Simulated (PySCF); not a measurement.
Si(CF3)(H)2(Me) (C₂H₅F₃Si), SMILES FC(F)(F)[SiH2]C. Atoms are numbered in the order given.

```xyz
11

Si     0.7609    -1.0005     0.0000
C     -0.6280    -2.2588     0.0000
C     -0.0425     0.7592     0.0000
F      0.8699     1.7523     0.0000
F     -0.8289     0.9411    -1.0866
F     -0.8289     0.9411     1.0866
H      1.6081    -1.0798     1.2202
H      1.6081    -1.0798    -1.2202
H     -1.2603    -2.1294    -0.8922
H     -1.2603    -2.1294     0.8922
H     -0.2336    -3.2869     0.0000
```
Charge 0, spin multiplicity 1.

Geometry optimised at B3LYP-D3(BJ)/def2-SVP.

Two levels are set side by side: PBE/pcSseg-1 (PySCF) and HF/pcSseg-1 (PySCF). GIAO shifts against CFCl3 (¹⁹F), TMS (²⁹Si), TMS (¹H), TMS (¹³C) at the same level; non-relativistic, no solvent, atoms listed together averaged. Differences are taken from unrounded values.

```
quantity                       HF
--------------------------  -----
δ(²⁹Si) of Si1 (ppm)        -32.6
δ(¹³C) of C2 (ppm)           -7.0
δ(¹³C) of C3 (ppm)          121.5
δ(¹⁹F) of F4, F5, F6 (ppm)  -56.2
δ(¹H) of H7, H8 (ppm)        4.27
```

**Question.** What does PBE give, and how far is it from HF? (Estimate from the structure and the level; the computed values follow.)

**Answer.** 
```
quantity                      PBE  PBE minus HF
--------------------------  -----  ------------
δ(²⁹Si) of Si1 (ppm)        -43.5         -10.9
δ(¹³C) of C2 (ppm)           -8.1          -1.2
δ(¹³C) of C3 (ppm)          145.5          24.0
δ(¹⁹F) of F4, F5, F6 (ppm)  -88.7         -32.5
δ(¹H) of H7, H8 (ppm)        4.48          0.20
```

Rough cost on one machine, each run with all the roots and properties that it gave: HF against PBE within a factor of 2.
